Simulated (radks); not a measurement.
Q: Au3+, 76 electrons, occupied as [Xe] 4f14 5d8. All-electron calculation, scalar-relativistic Kohn-Sham, LB94 model potential, spin-polarised, spherical densities, finite nucleus; open shells are filled with parallel spins first (spin-orbit coupling, left out, can overturn this in heavy ions); Fermi nuclear charge, rms radius 5.4371 fm. Program: a radial shooting solver on a logarithmic mesh with Libxc functionals. Some entries of the table are withheld. Estimate them.

orbital  occ.  eigenvalue (eV)  r(max) (bohr)  <r> (bohr)
1s down     1        -81051.28        0.01041     0.01685
1s up       1        -81051.27        0.01041     0.01685
2s up       1        -14355.68        0.06012     0.07102
2s down     1        -14355.63        0.06012     0.07102
2p up       3        -12426.51        0.04976     0.06412
2p down     3        -12426.47        0.04976     0.06412
3s up       1        -3429.593         0.1696      0.1836
3s down     1        -3429.541         0.1696      0.1836
3p up       3        -2869.559         0.1689      0.1847
3p down     3        -2869.501         0.1689      0.1847
3d up       5        -2269.142         0.1375      0.1673
3d down     5        -2269.037         0.1375      0.1673
4s up       1        -778.5607         0.3828      0.4075
4s down     1        -778.3888         0.3828      0.4076
4p up       3        -595.6970         0.4032      0.4340
4p down     3        -595.5614         0.4032      0.4341
4d up       5        -375.2359         0.4110      0.4583
4d down     5        -375.1491         0.4110      0.4585
5s down     1        -153.8028         0.8410      0.9169
5s up       1        -153.7336         0.8417      0.9185
4f up       7        -130.1550         0.3753         (1)
4f down     7        -130.1341         0.3754         (2)
5p up       3        -104.1659         0.9463       1.059
5p down     3        -104.0319         0.9447       1.056
5d up       5         -48.9777          1.189         (3)
5d down     3         -48.4925          1.183         (4)

A: 
(1) 4f up <r> (bohr): 0.4950
(2) 4f down <r> (bohr): 0.4952
(3) 5d up <r> (bohr): 1.432
(4) 5d down <r> (bohr): 1.426
